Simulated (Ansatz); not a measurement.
System: nitrogen atom, N (charge 0, quartet).

Wanted: ionisation energy to the triplet, in eV. Terms: frozen cores in correlated levels; 6-31G* and kin with 6d, 5d where marked; each state is the SCF solution reached for its charge and spin; open shells spin-unrestricted; non-relativistic; spin-orbit terms left out; 6-311+G** with 5d. Basis-set limits of correlation are two-point, X^-3; Hartree-Fock from the larger set.

Measured values: NIST ASD by pymatgen's periodic table; they hold spin-orbit and core effects. 

Value to compare with, the measured value: 14.53 eV.

```
level                                 program  ionisation energy to the triplet (eV)  error
------------------------------------  -------  -------------------------------------  -----
B3LYP/STO-3G                           Ansatz                                  13.43  -1.10
B3LYP/3-21G                            Ansatz                                  14.51  -0.02
B3LYP/6-31G*                           Ansatz                                  14.66   0.13
B3LYP/6-311+G**                        Ansatz                                  14.68   0.15
B3LYP/def2-TZVPD                       Ansatz                                  14.65   0.12
CCSD(T)/CBS(aug-cc-pVTZ,aug-cc-pVQZ)   Ansatz                                  14.52  -0.01
```

Among the 4 habitual levels, B3LYP/STO-3G lies farthest from the measured value (-1.10 eV) and B3LYP/3-21G nearest (-0.02); 2 of 4 lie above it, and their mean absolute error is 0.35 eV, the median 0.14. One case shows no general order.

The sets are all those run for this method; runs whose electronic state is in doubt are left out.

Ansatz is a program for electronic structure.
